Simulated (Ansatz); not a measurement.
Results of the Gaussian-basis code of Ansatz.

A structure relaxed at PBE0-D4/def2-TZVP, charge 0, multiplicity 1:

```xyz
12

N     0.061   -1.906   -0.601
C     0.011   -0.477   -0.863
C    -0.394    0.364    0.328
B     0.626    1.113    1.248
N    -0.071    1.795    0.324
H     0.653   -2.086    0.202
H    -0.861   -2.251   -0.361
H    -0.681   -0.318   -1.700
H     0.995   -0.150   -1.216
H    -1.386    0.111    0.714
H     1.442    1.205    2.101
H    -0.396    2.602   -0.175
```

(1) Give its formula and SMILES.

(2) Summarise the bond lengths by kind.

Results:

(1) C2H7BN2, `NCC1BN1`.

(2) 2 × C–N 1.453 to 1.467 Å; 3 × H–N 1.003 to 1.014 Å; 1 × C–C 1.513 Å; 3 × C–H 1.095 to 1.097 Å; 1 × B–C 1.564 Å; 1 × B–N 1.343 Å; 1 × B–H 1.184 Å.
